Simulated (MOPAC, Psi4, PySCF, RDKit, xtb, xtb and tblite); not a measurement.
Two geometries of SMILES [GeH3][SiH2][GeH3], relaxed at GFN2-xTB with one dihedral held; other torsions can differ between them too.

Structure A

```
11

Ge     1.9290    -0.3446     0.2486
Si     0.0307     0.9865    -0.0493
Ge    -0.0234     1.9542    -2.1765
H      3.2269     0.4015     0.3427
H      2.1890    -1.3461    -0.8376
H      1.9196    -1.1792     1.4951
H     -1.1732     0.1727     0.1464
H      0.0086     2.0405     0.9696
H     -0.1424     0.9878    -3.3176
H     -1.1636     2.9017    -2.4053
H      1.1825     2.7675    -2.5433
```

Structure B

```
11

Ge     1.9166    -0.3389     0.2482
Si     0.0022     0.9694    -0.0610
Ge     0.5362     3.2407    -0.2088
H      3.2067     0.4260     0.3104
H      2.1741    -1.3588    -0.8213
H      1.9387    -1.1523     1.5086
H     -0.6915     0.5496    -1.2824
H     -0.9261     0.7570     1.0537
H      1.3510     3.6287    -1.4073
H     -0.6422     4.1661    -0.2765
H      1.3375     3.7827     0.9381
```

Task: Which is lower in energy at the level Psi4 with DF-MP2 (frozen core)/cc-pVTZ // GFN2-xTB, and by how much?

Result: A is lower, by 3.15 kJ/mol (dihedral H4–Ge1–Si2–Ge3: 70° in A, 0° in B).

E(B) − E(A) in kJ/mol at the other levels, on the same two geometries: GFN2-xTB (xtb and tblite) 0.20; PBE0/def2-TZVP // GFN2-xTB (Psi4) 2.77; PBE0-D3(BJ)/def2-TZVP // GFN2-xTB (Psi4) 2.73; PBE/def2-TZVP // GFN2-xTB (Psi4) 2.64; PBE-D3(BJ)/def2-TZVP // GFN2-xTB (Psi4) 2.60; wB97X-D/def2-TZVP // GFN2-xTB (Psi4) 2.68; HF/cc-pVTZ // GFN2-xTB (Psi4) 3.20; UFF // GFN2-xTB (RDKit) 3.53; PM3, restricted, heats of formation // GFN2-xTB (MOPAC) 1.37; PM6, restricted, heats of formation // GFN2-xTB (MOPAC) 0.46; GFN1-xTB // GFN2-xTB (xtb) 0.66; restricted B3LYP/6-31G*, spherical d, density fitting // GFN2-xTB (PySCF) 2.53; restricted Hartree-Fock/3-21G // GFN2-xTB (PySCF) 2.56; restricted MP2 (frozen core)/3-21G // GFN2-xTB (PySCF) 2.62; restricted MP2 (frozen core)/6-31G*, spherical d // GFN2-xTB (PySCF) 2.90.
